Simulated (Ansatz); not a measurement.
CH6Si2, SMILES `C1[SiH2][SiH2]1` (charge 0, multiplicity 1).

Z-matrix (Å, degrees):
```
C
H 1 1.0878
H 1 1.0878 2 111.32
Si 1 1.8972 2 117.03 3 -138.32
H 4 1.4816 1 116.22 2 136.39
H 4 1.4816 5 113.07 1 138.16
Si 1 1.8972 2 117.03 3 138.32
H 7 1.4816 1 116.22 2 0.45
H 7 1.4816 8 113.07 1 138.16
```
Charge 0, spin multiplicity 1.

Frozen-core energies in 6-31g from Ansatz (an electronic-structure program) at a geometry from PBE0-D3(BJ)/def2-TZVP; the HF reference has <S^2> = 0.00 and the T1 diagnostic is 0.009.

```tsv
level	energy (Ha)
HF	-619.03558
MP2	-619.23771
CCSD	-619.27937
CCSD(T)	-619.28518
```

Question: Estimate the energies of CCSDT and CCSDT(Q), and give each level's difference from CCSDT(Q).

Answer: 
```json
[
 {"level": "MP2", "energy (Ha)": "-619.23771", "difference from CCSDT(Q) (mHa)": "48.65"},
 {"level": "CCSD", "energy (Ha)": "-619.27937", "difference from CCSDT(Q) (mHa)": "7.00"},
 {"level": "CCSD(T)", "energy (Ha)": "-619.28518", "difference from CCSDT(Q) (mHa)": "1.18"},
 {"level": "CCSDT", "energy (Ha)": "-619.28599", "difference from CCSDT(Q) (mHa)": "0.37"},
 {"level": "CCSDT(Q)", "energy (Ha)": "-619.28636", "difference from CCSDT(Q) (mHa)": "0.00"}
]
```
